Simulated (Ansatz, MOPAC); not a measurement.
System: C2H4BO (charge 0, doublet). SMILES: C=C[B]O

Atoms: C1, C2, B3, O4, H5, H6, H7, H8. Bonds: C1-C2, C1-H5, C1-H6, C2-B3, C2-H7, B3-O4, O4-H8.

Bond lengths (Å) and angles (degrees) optimised at PM6 with MOPAC; PM7 with MOPAC; HF/6-31G* with Ansatz (an electronic-structure program), each started from the B3LYP-D3(BJ)/def2-TZVP structure (Ansatz) of the last column. A row stands for all coordinates that are equal there; 9 of 14 kinds are shown. 6-31G* holds six Cartesian d functions. At PM7 the structure is a saddle point.

```
coordinate    PM6    PM7  HF/6-31G*  B3LYP-D3(BJ)/def2-TZVP
----------  -----  -----  ---------  ----------------------
C1-C2       1.328  1.333      1.334                   1.335
C1-H5       1.083  1.082      1.077                   1.084
C2-B3       1.549  1.517      1.557                   1.541
C2-H7       1.085  1.090      1.081                   1.091
B3-O4       1.330  1.336      1.344                   1.346
O4-H8       0.934  0.955      0.946                   0.962
C1-C2-B3    118.7  119.7      122.3                   122.7
C2-B3-O4    124.6  139.0      122.0                   123.0
C2-C1-H5    123.5  124.5      121.5                   121.0
```

Mean signed difference of all 7 bond lengths from B3LYP-D3(BJ)/def2-TZVP: PM6 -0.007 Å, PM7 -0.007 Å, HF/6-31G* -0.004 Å.
